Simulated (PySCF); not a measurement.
A GIAO shielding run with PySCF 2.14 (density fitting, non-relativistic, gas phase) on SMILES C=C/C=C\c1cc(F)cs1, C$_{8}$H$_{7}$FS:

```
{"job": {"kind": "nmr", "xc": "PBE0", "basis": "pcSseg-1"}, "charge": 0, "multiplicity": 1}
C      3.304638     0.456226    -1.260093
C      2.056436     0.317956    -0.814470
C      1.693403    -0.647020     0.186435
C      0.475332    -0.880672     0.712576
C     -0.789250    -0.263756     0.447135
C     -1.961889    -0.615311     1.073480
C     -3.057890     0.143801     0.630882
F     -4.300079    -0.032841     1.109427
C     -2.755364     1.068844    -0.319402
S     -1.083454     1.021427    -0.693844
H      4.110034    -0.155813    -0.887599
H      3.561436     1.183684    -2.009833
H      1.276932     0.949904    -1.212659
H      2.511898    -1.253686     0.553257
H      0.400272    -1.657376     1.464584
H     -2.040486    -1.384125     1.819810
H     -3.408965     1.760787    -0.809597
```

Hardware: 1 thread of an x86-64 server CPU, shared host. The job also computes population analyses, field gradients, ring-centre shieldings.

Question: How large is the calculation?

Answer: 80 electrons, 212 basis functions and 1116 auxiliary functions.

Question: How long does it take?

Answer: 40 s of wall time, with 14 SCF cycles and 5 response iterations. Times on a shared host scatter by some tens of per cent.
